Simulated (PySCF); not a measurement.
FeCl₂, SMILES [Cl][Fe][Cl] (connectivity only; charge and spin as stated), neutral, multiplicity 5. Atoms are numbered in the order given.

```xyz
3

Fe     0.0000     0.0000     0.0000
Cl     0.0000     0.0000    -2.1444
Cl     0.0000     0.0000     2.1444
```
Charge 0, spin multiplicity 5.

The structure is a stationary point at B3LYP-D3(BJ)/def2-TZVP. The spin state was assumed, not searched. The isomer is the one that the SMILES or the coordinates give; other isomers of the formula were not compared.

Calculation: ωB97X/def2-TZVPD (PySCF).

Mulliken values depend strongly on the basis, most of all with diffuse functions as here. ESP charges are fitted to the potential on shells at 1.4 to 2.0 van der Waals radii. Atomic charges (e):

```tsv
atom	Mulliken	meta-Löwdin	ESP fit	Mulliken spin
Fe1	0.61	___	0.60	3.80
Cl2	-0.31	___	-0.30	0.10
Cl3	-0.31	___	-0.30	0.10
```

Problem. Fill in the missing entries. (The exact figures need the calculation; the answer reports its results.)

Solution. 
- Fe1, meta-Löwdin: 1.24
- Cl2, meta-Löwdin: -0.62
- Cl3, meta-Löwdin: -0.62
